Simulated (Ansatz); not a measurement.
Reaction (formal exchange of groups at a C–F bond): `FC(Cl)O[SiH3]` + `C=O` → `O=CC(Cl)O[SiH3]` + H–F

Program: Ansatz. Geometries: PBE0-D4/def2-TZVP. ΔE: electronic, gas phase. CBS: MP2 limit from def2 TZ/QZ plus the TZ coupled-cluster correction, frozen cores. This one scheme is used for every species. DFT in def2-TZVPP. Each species was taken in one conformer, which may not be the lowest.

`FC(Cl)O[SiH3]`:

Z-matrix (Å, degrees):
```
C
Cl 1 1.799
O 1 1.340 2 112.3
F 1 1.359 2 107.0 3 -122.2
H 1 1.089 2 106.6 3 121.6
Si 3 1.677 1 126.7 2 -74.2
H 6 1.478 3 103.7 1 167.0
H 6 1.481 3 109.8 1 -74.6
H 6 1.481 3 110.5 1 47.4
```

`C=O`:

Cartesian coordinates in Å:
```
C 0.004 -0.002 0.002
O -1.017 0.395 -0.476
H 0.128 -1.052 0.336
H 0.885 0.658 0.138
```

`O=CC(Cl)O[SiH3]`:

Cartesian coordinates in Å:
```
O 1.766 -1.512 -1.986
C 0.692 -1.222 -1.551
C 0.457 -0.014 -0.664
Cl -0.373 1.189 -1.735
O -0.321 -0.382 0.395
Si -0.761 0.627 1.649
H -0.226 -1.809 -1.753
H 1.403 0.451 -0.377
H 0.410 1.464 2.019
H -1.898 1.490 1.254
H -1.148 -0.281 2.749
```

H–F:

Cartesian coordinates in Å:
```
F 0.442 0.041 0.122
H -0.442 -0.041 -0.122
```

| level | ΔE (kJ/mol) |
| --- | --- |
| BHLYP-D4 | -31.4 |
| PBE-QIDH | -39.3 |
| PBE | -29.5 |
| r2SCAN0 | -31.5 |
| LC-ωPBE | -29.7 |
| CCSD(T)/def2-SVP | -22.1 |
| MP2/def2-TZVPP | -48.0 |
| CCSD/CBS(def2) | -42.1 |

Problem. What does CCSD(T)/CBS give? (An estimate is asked.)

Solution. The calculation gave: -44.5 kJ/mol. The listed levels differ from it by 13.1, 5.2, 15.0, 13.0, 14.8, 22.4, -3.5, 2.4 kJ/mol.

Largest T1 diagnostic among the species: 0.015.

At CCSD(T), def2-SVP lies +22.4 kJ/mol from the extrapolated value and def2-TZVPP +5.3 kJ/mol. From BLYP to BHLYP (50 % exact exchange), in def2-TZVPP and without D4, ΔE moves by −4.1 kJ/mol.

CCSD(T)/CBS has its own doubt, a few kJ/mol and more with outer-core shells, so smaller differences from it don't rank the levels.
